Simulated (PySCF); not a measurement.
## Atomic charges by several schemes

Species: C6H13NOSi.
Structure used (GFN2-xTB), in Å, numbered top down from 1:
```
atom  x, y, z in Å
C1    -3.0584   -0.6829   -0.1788
N2    -1.6455   -0.4197   -0.0194
C3    -1.2965    0.9286    0.3569
C4    -0.7714   -1.4500   -0.0921
O5    -1.1266   -2.5797   -0.3717
C6     0.6948   -1.1209    0.1673
C7     1.3079   -0.4149   -1.0010
C8     2.1755    0.5879   -0.9233
Si9    2.8719    1.3498    0.6512
H10   -3.5991   -0.4342    0.7375
H11   -3.1828   -1.7417   -0.3962
H12   -3.4631   -0.0943   -1.0050
H13   -0.3335    1.2140   -0.0606
H14   -2.0550    1.6054   -0.0359
H15   -1.2636    1.0433    1.4460
H16    1.1981   -2.0845    0.2911
H17    0.8175   -0.5445    1.0846
H18    1.0028   -0.8095   -1.9646
H19    2.5523    0.9867   -1.8578
H20    3.5091    0.3236    1.4798
H21    3.8540    2.3636    0.2650
H22    1.8012    1.9934    1.4263
```

Density: PBE0/pcSseg-1 (PySCF); schemes: Mulliken, IAO, Hirshfeld and ESP-fitted. The structure is a single GFN2-xTB conformer in the gas phase; no vibrational or solvent corrections.

Q: Tabulate the Mulliken, IAO, Hirshfeld and ESP-fitted charges.

A: In e:

```
atom                    environment  Mulliken     IAO  Hirshfeld  ESP-fitted
  C1                N-methyl carbon    -0.075  -0.317     -0.068      -0.373
  N2                 amide nitrogen    -0.676  -0.176     -0.042      +0.054
  C3                N-methyl carbon    -0.066  -0.311     -0.064      -0.401
  C4          amide carbonyl carbon    +0.458  +0.419     +0.171      +0.404
  O5                   amide oxygen    -0.447  -0.512     -0.294      -0.542
  C6  sp3 carbon next to a carbonyl    -0.224  -0.321     -0.076      -0.059
  C7               alkene CH carbon    -0.151  -0.101     -0.019      -0.170
  C8               alkene CH carbon    -0.409  -0.451     -0.147      -0.323
 Si9                   SiH3 silicon    +0.500  +0.582     +0.308      +0.414
 H10                methyl hydrogen    +0.112  +0.138     +0.044      +0.127
 H11                methyl hydrogen    +0.148  +0.182     +0.046      +0.166
 H12                methyl hydrogen    +0.116  +0.140     +0.044      +0.125
 H13                methyl hydrogen    +0.147  +0.156     +0.036      +0.125
 H14                methyl hydrogen    +0.119  +0.153     +0.053      +0.158
 H15                methyl hydrogen    +0.119  +0.136     +0.041      +0.139
 H16             methylene hydrogen    +0.173  +0.183     +0.058      +0.107
 H17             methylene hydrogen    +0.150  +0.142     +0.044      +0.046
 H18               vinylic hydrogen    +0.115  +0.152     +0.050      +0.150
 H19               vinylic hydrogen    +0.129  +0.157     +0.042      +0.147
 H20                  Si–H hydrogen    -0.069  -0.115     -0.075      -0.096
 H21                  Si–H hydrogen    -0.084  -0.110     -0.074      -0.096
 H22                  Si–H hydrogen    -0.087  -0.124     -0.078      -0.102
```

Mean size of the charges over all atoms: IAO 0.231 e, Mulliken 0.208 e, ESP-fitted 0.197 e, Hirshfeld 0.085 e. Each set sums to the total charge, 0, to within 0.001 e. The Mulliken scheme counts on each atom the diagonal of the density matrix times the overlap matrix over that atom's basis functions.

Lowest charge. The schemes don't all agree: Mulliken N2 (-0.676); IAO O5 (-0.512); Hirshfeld O5 (-0.294); ESP-fitted O5 (-0.542).

Highest charge. All schemes agree: Mulliken Si9 (+0.500); IAO Si9 (+0.582); Hirshfeld Si9 (+0.308); ESP-fitted Si9 (+0.414).

Q: How closely do the schemes follow one another over all atoms?

A: Correlation coefficient and root-mean-square difference: IAO with Hirshfeld 0.94, 0.166 e; IAO with ESP-fitted 0.94, 0.096 e; Hirshfeld with ESP-fitted 0.90, 0.147 e; Mulliken with IAO 0.87, 0.136 e; Mulliken with Hirshfeld 0.84, 0.183 e; Mulliken with ESP-fitted 0.72, 0.192 e.

Q: Sum the charges by element, for elements with more than one atom.

A: 
```csv
element,atoms,Mulliken,IAO,Hirshfeld,ESP-fitted
C,6,-0.467,-1.082,-0.203,-0.923
H,13,+1.090,+1.189,+0.230,+0.997
```
